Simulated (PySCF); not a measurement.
Badger's rule along the second period: bonds to S

CCSD(T) in PySCF with x2c-TZVPPall on every atom, spin-free X2C, for the lowest determinant that a PBE0 search found; no spin–orbit coupling. Badger's rule says that Re = d + c·k^(−1/3) for bonds between atoms of fixed rows.

```tsv
molecule	state (unpaired electrons)	Re (Å)	k (mdyn/Å)
SO	triplet (π ↑↑)	1.493	8.22
SN	doublet (π ↑)	1.504	?
CS	singlet (closed shell)	1.543	?
SF	doublet (π ↑)	1.606	?
BS	doublet (σ ↑)	1.620	?
BeS	singlet (closed shell)	1.768	?
LiS	doublet (π ↑)	2.157	1.16
```

Q: Fix c and d from SO and LiS.

A: c = (2.157 − 1.493)/(1.16^(−1/3) − 8.22^(−1/3)) = 1.455, d = 1.493 − c·8.22^(−1/3) = 0.772 Å.

Q: Predict k of the others and set the computed values beside them.

A: 

```
molecule  k by the rule  k computed  difference (%)
      SN           7.86        8.43              -7
      CS           6.72        8.40             -20
      SF           5.31        4.91               8
      BS           5.05        6.63             -24
     BeS           3.12        3.81             -18
```

The rule misses by 15 % on average; it knows nothing of spin state or of how ionic a bond is, and both change along this series.

Correlated steps freeze the inner cores (5 to 6 orbitals); shallow outer-core shells are correlated. UHF and ROHF references stand side by side, which adds small steps between rows. The CCSD T1 diagnostic is raised in BeS, CS, a sign that a single reference may not be enough there. States were picked by a PBE0 search and need not be the measured ground states.
